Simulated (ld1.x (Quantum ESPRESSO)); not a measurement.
# Ranking TM semilocal potentials for boron

All share these settings but for the change named:

B, norm-conserving Troullier–Martins (semilocal form), made with ld1.x (Quantum ESPRESSO) 7.5 (PBE, scalar-relativistic). Core [He], reference 2s1.5 2p1.5. Waves: 2s (bound): rc 1.45 bohr; 2p (bound): rc 2.85 bohr; 3d channel at 0.45 Ry: rc 2.65 bohr. Local part: the d channel. Core correction: Bessel-smoothed model core inside 0.80 bohr.

Cutoff: the first of the cutoffs (Ry, on a coarse ladder) from which the occupation-weighted sum of valence levels, in a spherical-Bessel basis at the reference potential, stays within 10 and 1 mRy of its value at 400 Ry; the density cutoff is not measured.

The base gives 18 Ry.

Of 8 variants that were run, those that failed, showed a ghost or another fault, or gave nearly equal values are left out.

A variant can come out equal or close to the base.

**Question.** Rank these variants from softest to hardest (loose cutoff).
A. wave 3d channel at 0.45 Ry: rc 2.65 bohr becomes 3d channel at 0.17 Ry: rc 2.65 bohr
B. wave 2s (bound): rc 1.45 bohr becomes 2s (bound): rc 1.06 bohr
C. all radii but the core radius scaled by about 1.31 (s 1.90, p 3.74, d 3.48 bohr)

**Answer.** C (12 Ry), A (18 Ry), B (21 Ry).
